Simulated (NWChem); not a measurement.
Program: NWChem. System: sulfur difluoride (F$_{2}$S), charge 0, spin multiplicity 1, at a geometry optimised with B3LYP/def2-SVP. Level: BHandHLYP/def2-TZVP.

Part of the output:

```
             Northwest Computational Chemistry Package (NWChem) 7.3.0
             --------------------------------------------------------

                                NWChem Input Module
                                -------------------

 Scaling coordinates for geometry "geometry" by  1.889725989
 (inverse scale =  0.529177249)

 Turning off AUTOSYM since
 SYMMETRY directive was detected!

                             Geometry "geometry" -> ""
                             -------------------------

 Output coordinates in angstroms (scale by  1.889725989 to convert to a.u.)

  No.       Tag          Charge          X              Y              Z
 ---- ---------------- ---------- -------------- -------------- --------------
    1 F                    9.0000     1.23996100     0.00000000    -0.49400200
    2 S                   16.0000     0.00000000     0.00000000     0.55575200
    3 F                    9.0000    -1.23996100     0.00000000    -0.49400200

 Effective nuclear repulsion energy (a.u.)     111.0908664406

            Nuclear Dipole moment (a.u.)
            ----------------------------
        X                 Y               Z
 ---------------- ---------------- ----------------
     0.0000000000     0.0000000000    -0.0000075589

      Symmetry information
      --------------------

 Group name             C2v
 Group number             16
 Group order               4
 No. of unique centers     2

      Symmetry unique atoms

     1    2


 Summary of "ao basis" -> "" (spherical)
 ------------------------------------------------------------------------------
       Tag                 Description            Shells   Functions and Types
 ---------------- ------------------------------  ------  ---------------------
 *                         def2-tzvp                  on all atoms

                                 NWChem DFT Module
                                 -----------------

 Summary of "ao basis" -> "ao basis" (spherical)
 ------------------------------------------------------------------------------
       Tag                 Description            Shells   Functions and Types
 ---------------- ------------------------------  ------  ---------------------
 F                         def2-tzvp                11       31   5s3p2d1f
 S                         def2-tzvp                13       37   5s5p2d1f

 Summary of "ao basis" -> "ao basis" (spherical)
 ------------------------------------------------------------------------------
[...]
 Vector   16  Occ=2.000000D+00  E=-5.094572D-01  Symmetry=a1
              MO Center=  1.3D-14, -3.1D-16,  1.4D-01, r^2= 2.2D+00
   Bfn.  Coefficient  Atom+Function         Bfn.  Coefficient  Atom+Function
  ----- ------------  ---------------      ----- ------------  ---------------
    36      0.373253  2 S  s                 35      0.305636  2 S  s
     8     -0.279443  1 F  pz                76     -0.279443  3 F  pz
    48      0.252248  2 S  pz                11     -0.233432  1 F  pz
    79     -0.233432  3 F  pz                34     -0.210456  2 S  s
    14     -0.160876  1 F  pz                82     -0.160876  3 F  pz

 Vector   17  Occ=2.000000D+00  E=-3.250867D-01  Symmetry=b2
              MO Center= -3.3D-15, -1.1D-15,  4.6D-01, r^2= 1.6D+00
   Bfn.  Coefficient  Atom+Function         Bfn.  Coefficient  Atom+Function
  ----- ------------  ---------------      ----- ------------  ---------------
    47      0.549500  2 S  py                50      0.352388  2 S  py
    44      0.256531  2 S  py                38     -0.196372  2 S  py
     7     -0.176997  1 F  py                75     -0.176997  3 F  py
    10     -0.142706  1 F  py                78     -0.142706  3 F  py
    13     -0.138394  1 F  py                81     -0.138394  3 F  py

 Vector   18  Occ=0.000000D+00  E=-2.810243D-02  Symmetry=b1
              MO Center=  8.3D-16,  6.7D-17,  6.9D-01, r^2= 2.2D+00
   Bfn.  Coefficient  Atom+Function         Bfn.  Coefficient  Atom+Function
  ----- ------------  ---------------      ----- ------------  ---------------
    49      0.781333  2 S  px                46      0.475838  2 S  px
     5     -0.346569  1 F  s                 73      0.346569  3 F  s
    14     -0.206100  1 F  pz                82      0.206100  3 F  pz
    43      0.203134  2 S  px                 8     -0.164703  1 F  pz
    76      0.164703  3 F  pz                37     -0.159130  2 S  px

 Vector   19  Occ=0.000000D+00  E= 4.868836D-03  Symmetry=a1
              MO Center=  1.0D-14,  3.4D-16,  3.5D-01, r^2= 2.4D+00
   Bfn.  Coefficient  Atom+Function         Bfn.  Coefficient  Atom+Function
  ----- ------------  ---------------      ----- ------------  ---------------
    51      0.806600  2 S  pz                36     -0.699877  2 S  s
    48      0.445802  2 S  pz                 5      0.437283  1 F  s
    73      0.437283  3 F  s                 12     -0.299419  1 F  px
    80      0.299419  3 F  px                35     -0.256411  2 S  s
     6     -0.194185  1 F  px                74      0.194185  3 F  px

 Vector   20  Occ=0.000000D+00  E= 2.838926D-01  Symmetry=a1
              MO Center= -5.6D-14,  7.7D-15,  9.5D-01, r^2= 3.7D+00
   Bfn.  Coefficient  Atom+Function         Bfn.  Coefficient  Atom+Function
  ----- ------------  ---------------      ----- ------------  ---------------
    51      1.756393  2 S  pz                36     -0.915023  2 S  s
     5      0.895080  1 F  s                 73      0.895080  3 F  s
    48     -0.881515  2 S  pz                61     -0.316704  2 S  d  2
    12     -0.305443  1 F  px                80      0.305443  3 F  px
     4     -0.255323  1 F  s                 72     -0.255323  3 F  s

 center of mass
 --------------
 x =   0.00000000 y =   0.00000000 z =  -0.02706085

 moments of inertia (a.u.)
 ------------------
          68.325947956340           0.000000000000           0.000000000000
           0.000000000000         276.948256009897           0.000000000000
           0.000000000000           0.000000000000         208.622308053556

     Multipole analysis of the density
     ---------------------------------

     L   x y z        total         alpha         beta         nuclear
     -   - - -        -----         -----         ----         -------
     0   0 0 0     -0.000000    -17.000000    -17.000000     34.000000

     1   1 0 0      0.000000      0.000000      0.000000      0.000000
     1   0 1 0     -0.000000     -0.000000     -0.000000      0.000000
     1   0 0 1      0.578764      0.289386      0.289386     -0.000008

     2   2 0 0    -17.248152    -58.038784    -58.038784     98.829416
     2   1 1 0     -0.000000     -0.000000     -0.000000      0.000000
     2   1 0 1      0.000000      0.000000      0.000000      0.000000
     2   0 2 0    -17.192788     -8.596394     -8.596394      0.000000
     2   0 1 1     -0.000000     -0.000000     -0.000000      0.000000
     2   0 0 2    -15.662298    -24.498106    -24.498106     33.333915

 Task  times  cpu:        1.1s     wall:        1.1s

 Total times  cpu:        1.1s     wall:        1.1s
```

Problem. Write an NWChem input that would produce this output.

Solution. Several could match; the one computed here: 
```
start mol
memory heap 200 mb stack 900 mb global 1100 mb
geometry units angstroms nocenter noautoz
  F      1.239961     0.000000    -0.494002
  S      0.000000     0.000000     0.555752
  F     -1.239961     0.000000    -0.494002
  symmetry group C2v
end
basis spherical
  * library def2-tzvp
end
dft
  xc bhlyp
  semidirect memsize 60000000 filesize 0
  iterations 100
end
task dft energy
```
